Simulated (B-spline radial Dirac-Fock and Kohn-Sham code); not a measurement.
Two-hole binding energies of Re

System: the free rhenium atom, [Xe] 4f14 5d4 6s2 6p1 (not the ground configuration).

Method: multi-electron Dirac-Fock with separately optimised hole states, Breit and Lamb-shift corrections added in first order. Computed with a radial atomic solver. U is the two-hole binding energy less the two single-hole energies, the effective repulsion of the holes after relaxation. Each two-hole energy is an average over J within one jj subconfiguration.

```
          holes  E(a) (eV)  E(b) (eV)  E(ab) (eV)  U (eV)
   1s⁻¹ 2p1/2⁻¹    71687.0    11973.9     84076.9   416.0
   1s⁻¹ 2p3/2⁻¹    71687.0    10550.5     82575.5   338.0
   1s⁻¹ 3d5/2⁻¹    71687.0     1898.5           ?       ?
           2s⁻²    12549.9    12549.9     25320.7   220.9
        2p1/2⁻²    11973.9    11973.9     24235.4   287.6
   2s⁻¹ 2p3/2⁻¹    12549.9    10550.5     23295.6   195.2
   2s⁻¹ 3d3/2⁻¹    12549.9     1965.0     14609.5    94.5
   2s⁻¹ 3d5/2⁻¹    12549.9     1898.5     14539.4    91.0
2p1/2⁻¹ 3d3/2⁻¹    11973.9     1965.0     14032.2    93.2
2p3/2⁻¹ 3p1/2⁻¹    10550.5     2699.9     13343.3    92.9
3p1/2⁻¹ 3p3/2⁻¹     2699.9     2387.0      5145.0    58.1
        3d5/2⁻²     1898.5     1898.5      3864.9    67.9
4d3/2⁻¹ 4d5/2⁻¹      291.4      277.9       594.7    25.3
        4d5/2⁻²      277.9      277.9       580.7    24.8
```

Question: Give the missing two-hole energy and U.

Answer: E(ab) = 73679.1 eV and U = 93.6 eV.
